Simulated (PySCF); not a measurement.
## Br³⁺ (bromine, charge +3) across methods

[Ar] 3d10 4s2 4p2, high-spin 3P determinant. Calculation: PySCF 2.14, in aug-cc-pwCVDZ-PP with ECP10MDF; scalar relativity through the core potential.

| method | E (hartree) | mean ε 4s α (eV) | mean ε 4s β (eV) | mean ε 4p α (eV) | Σ⟨r²⟩ (bohr²) | ⟨S²⟩ |
| --- | --- | --- | --- | --- | --- | --- |
| BLYP | -414.2728 | -54.849 | -52.842 | -40.449 | 19.63 | 2.001 |
| LDA | -413.6782 | -55.271 | -53.220 | -40.718 | 19.60 | 2.001 |
| B3LYP | -414.3507 | -56.887 | -54.106 | -41.959 | 19.62 | 2.002 |
| r2SCAN | -414.1515 | -55.958 | -52.951 | -41.331 | 19.56 | 2.003 |
| UHF | -413.06731 | -63.379 | -56.682 | -46.622 | 19.74 | 2.007 |
| PBE0 | -414.2595 | -57.338 | -54.028 | -42.384 | 19.62 | 2.002 |
| M06 | -414.4067 | -57.260 | -54.849 | -42.178 | 19.51 | 2.001 |
| M06-L | -414.3436 | -55.503 | -52.570 | -40.955 | 19.47 | 2.002 |
| PBE | -414.2902 | -55.011 | -52.679 | -40.698 | 19.63 | 2.001 |

Energies and moments cover only the electrons outside the core potential.
